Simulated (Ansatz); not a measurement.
Calculated with Ansatz (gas phase, PBE0-D4/def2-TZVP geometries, no zero-point term in ΔE). CBS: MP2 limit from def2 TZ/QZ plus the TZ coupled-cluster correction, frozen cores. This one scheme is used for every species. DFT in def2-TZVPP. HSE06 is defined as in plane-wave codes. Triplets are unrestricted, without spin–orbit coupling. For Se outer-core shells are correlated without core-valence functions, which leaves a few kJ/mol of doubt a bond. Scalar relativity is left out up to krypton. Each species was taken in one conformer, which may not be the lowest.

Consider the formal loss of a carbene: `C[Si](C)(F)[SeH]` → `[CH2]` (triplet) + `C[SiH](F)[SeH]`.

CCSD(T)/CBS gives +115.8 kcal/mol.

**Question.** Another level gave +115.4 kcal/mol. Which?
A. r2SCAN-D4/def2-TZVPP
B. HSE06-D4/def2-TZVPP
C. ωB97M-V/def2-TZVPP
D. BLYP-D4/def2-TZVPP

**Answer.** B. HSE06-D4 115.4, r2SCAN-D4 111.0, ωB97M-V 116.8, BLYP-D4 113.7 kcal/mol.

Largest T1 diagnostic among the species: 0.011.

From r2SCAN to r2SCAN0 (25 % exact exchange), in def2-TZVPP and without D4, ΔE moves by −1.0 kcal/mol. In def2-TZVPP, CCSD(T) changes the Hartree–Fock value by +33.5 kcal/mol (the triples alone add +2.7 kcal/mol) and MP2 by +37.1 kcal/mol.
